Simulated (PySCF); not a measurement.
Zn(I)(Et) (C2H5IZn), SMILES C[CH2][Zn][I]. Geometry optimised at PBE-D3(BJ)/def2-SVP. The structure was generated by enumeration; whether it is a known compound was not checked. The def2 effective core potentials stand for the cores of I; spin–orbit coupling is left out. The values are those of a single conformer.

Q: Give the equilibrium geometry at PBE-D3(BJ)/def2-SVP (PySCF confirms it by a frequency run) as bond lengths and angles, and its point group. (Estimate from the structure and the level; the computed values follow.)

A: This is not unique; one that fits is point group Cs.
Atoms: Zn1 I2 C3 C4 H5 H6 H7 H8 H9. Bond lengths (Å): Zn1–I2 2.462, Zn1–C3 1.954, C3–C4 1.533, C3–H5 1.112, C3–H6 1.112, C4–H7 1.109, C4–H8 1.109, C4–H9 1.112. Bond angles (°): I2–Zn1–C3 179.8, Zn1–C3–C4 114.8, Zn1–C3–H5 106.8, Zn1–C3–H6 106.8, C4–C3–H5 111.0, C4–C3–H6 111.0, H5–C3–H6 106.0, C3–C4–H7 112.3, C3–C4–H8 112.3, C3–C4–H9 111.4, H7–C4–H8 107.0, H7–C4–H9 106.8, H8–C4–H9 106.8.
Charge 0, spin multiplicity 1.
